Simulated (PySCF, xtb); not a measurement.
Al(Cl)(SeH)2 (AlClH₂Se₂), SMILES [Cl][Al]([SeH])[SeH].

xtb with GFN2-xTB at its own geometry gives an orbital gap of 3.51 eV and a dipole moment of 0.28 D.

Geometry: B3LYP-D3(BJ)/def2-SVP. The structure was generated by enumeration; whether it is a known compound was not checked. One conformer was computed; it need not be the lowest.

Question: What does CAM-B3LYP/def2-TZVP in PySCF give? (An estimate is asked for; the answer gives what the named calculation found.)

Answer: gap 8.58 eV (levels -8.73 and -0.15 eV), dipole 1.84 D.
